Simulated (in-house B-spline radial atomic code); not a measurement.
Orbital energies and mean radii along the 31-electron series, configuration [Ar] 3d10 4s2 4p1. The effective charge is n√(-2ε), a non-relativistic measure. Computed with an all-electron radial atomic-structure program (B-spline basis): non-relativistic Hartree-Fock, average of the configuration, point nuclei.

This level leaves out relativity, spin-orbit splitting included, which matters for heavy ions.

```json
{"ion": "Tm38+", "Z": "69", "energy of 4s (Eh)": "-64.208", "mean radius of 4s (bohr)": "0.46355", "energy of 2p (Eh)": "-380.52", "mean radius of 2p (bohr)": "0.078776", "effective charge of 4s": "45.328"}
{"ion": "Yb39+", "Z": "70", "energy of 4s (Eh)": "-67.126", "mean radius of 4s (bohr)": "0.4546", "energy of 2p (Eh)": "-394.33", "mean radius of 2p (bohr)": "0.077561", "effective charge of 4s": "46.347"}
{"ion": "Lu40+", "Z": "71", "energy of 4s (Eh)": "-70.108", "mean radius of 4s (bohr)": "0.446", "energy of 2p (Eh)": "-408.4", "mean radius of 2p (bohr)": "0.076383", "effective charge of 4s": "47.365"}
{"ion": "Hf41+", "Z": "72", "energy of 4s (Eh)": "-73.152", "mean radius of 4s (bohr)": "0.43772", "energy of 2p (Eh)": "-422.71", "mean radius of 2p (bohr)": "0.07524", "effective charge of 4s": "48.382"}
{"ion": "Ta42+", "Z": "73", "energy of 4s (Eh)": "-76.259", "mean radius of 4s (bohr)": "0.42975", "energy of 2p (Eh)": "-437.28", "mean radius of 2p (bohr)": "0.074131", "effective charge of 4s": "49.399"}
{"ion": "W43+", "Z": "74", "energy of 4s (Eh)": "?", "mean radius of 4s (bohr)": "?", "energy of 2p (Eh)": "?", "mean radius of 2p (bohr)": "?", "effective charge of 4s": "?"}
{"ion": "Re44+", "Z": "75", "energy of 4s (Eh)": "-82.66", "mean radius of 4s (bohr)": "0.41466", "energy of 2p (Eh)": "-467.16", "mean radius of 2p (bohr)": "0.072007", "effective charge of 4s": "51.431"}
{"ion": "Os45+", "Z": "76", "energy of 4s (Eh)": "?", "mean radius of 4s (bohr)": "?", "energy of 2p (Eh)": "?", "mean radius of 2p (bohr)": "?", "effective charge of 4s": "?"}
{"ion": "Ir46+", "Z": "77", "energy of 4s (Eh)": "-89.313", "mean radius of 4s (bohr)": "0.40061", "energy of 2p (Eh)": "-498.05", "mean radius of 2p (bohr)": "0.070001", "effective charge of 4s": "53.46"}
{"ion": "Pt47+", "Z": "78", "energy of 4s (Eh)": "-92.733", "mean radius of 4s (bohr)": "0.39394", "energy of 2p (Eh)": "-513.87", "mean radius of 2p (bohr)": "0.069039", "effective charge of 4s": "54.474"}
{"ion": "Au48+", "Z": "79", "energy of 4s (Eh)": "-96.216", "mean radius of 4s (bohr)": "0.38749", "energy of 2p (Eh)": "-529.94", "mean radius of 2p (bohr)": "0.068103", "effective charge of 4s": "55.488"}
{"ion": "Hg49+", "Z": "80", "energy of 4s (Eh)": "-99.762", "mean radius of 4s (bohr)": "0.38126", "energy of 2p (Eh)": "-546.26", "mean radius of 2p (bohr)": "0.067192", "effective charge of 4s": "56.501"}
{"ion": "Tl50+", "Z": "81", "energy of 4s (Eh)": "?", "mean radius of 4s (bohr)": "?", "energy of 2p (Eh)": "?", "mean radius of 2p (bohr)": "?", "effective charge of 4s": "?"}
{"ion": "Pb51+", "Z": "82", "energy of 4s (Eh)": "-107.04", "mean radius of 4s (bohr)": "0.36937", "energy of 2p (Eh)": "-579.65", "mean radius of 2p (bohr)": "0.065441", "effective charge of 4s": "58.526"}
```

Problem. Fill in the row of W43+.

Solution. energy of 4s (Eh): -79.428; mean radius of 4s (bohr): 0.42207; energy of 2p (Eh): -452.1; mean radius of 2p (bohr): 0.073054; effective charge of 4s: 50.415.

Problem. Fill in the row of Os45+.

Solution. energy of 4s (Eh): -85.955; mean radius of 4s (bohr): 0.40751; energy of 2p (Eh): -482.48; mean radius of 2p (bohr): 0.07099; effective charge of 4s: 52.446.

Problem. Fill in the row of Tl50+.

Solution. energy of 4s (Eh): -103.37; mean radius of 4s (bohr): 0.37522; energy of 2p (Eh): -562.83; mean radius of 2p (bohr): 0.066305; effective charge of 4s: 57.514.

Problem. How does the screening of 4s change?

Solution. Z less the effective charge goes from 23.67 at Z = 69 to 23.47 at Z = 82.
